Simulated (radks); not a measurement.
Values are calculated unless marked as measured or tabulated.
Mean orbital radii <r> (bohr) of the tungsten ion W2+, [Xe] 4f14 5d4, at several levels of relativity; Dirac values are averaged over j with weights 2j + 1. Spin-unpolarised spherical Kohn-Sham, PBE, point nucleus unless stated (finite: rms radius 5.3658 fm), a radial shooting solver on a logarithmic mesh with Libxc functionals. A level marked "c x" has the speed of light scaled by that factor and shares open shells by 2j + 1; other Dirac levels either fill j = l - 1/2 first or share by 2j + 1.

| shell | non-rel. | Dirac, 2j+1 shares | Dirac, low j first | Dirac, c x 1.25 | change of magnitude, last against first (%) |
|---|---|---|---|---|---|
| 2s | 0.08649 | 0.07693 | 0.07693 | 0.08052 | -6.90 |
| 2p | 0.07316 | 0.06896 | 0.06896 | 0.07051 | -3.61 |
| 3s | 0.2197 | 0.2005 | 0.2005 | 0.2077 | -5.43 |
| 3p | 0.2097 | 0.2004 | 0.2004 | 0.2038 | -2.82 |
| 3d | 0.1839 | 0.1824 | 0.1824 | 0.1829 | -0.56 |
| 4s | 0.4898 | 0.4494 | 0.4494 | 0.4645 | -5.16 |
| 4p | 0.4970 | 0.4767 | 0.4767 | 0.4842 | -2.58 |
| 4d | 0.5137 | 0.5116 | 0.5116 | 0.5122 | -0.28 |
| 5s | 1.170 | 1.068 | 1.069 | 1.107 | -5.40 |
| 4f | 0.5888 | 0.6084 | 0.6087 | 0.6007 | +2.02 |
| 5p | 1.294 | 1.245 | 1.247 | 1.263 | -2.37 |
| 5d | 1.839 | 1.880 | 1.891 | 1.864 | +1.38 |
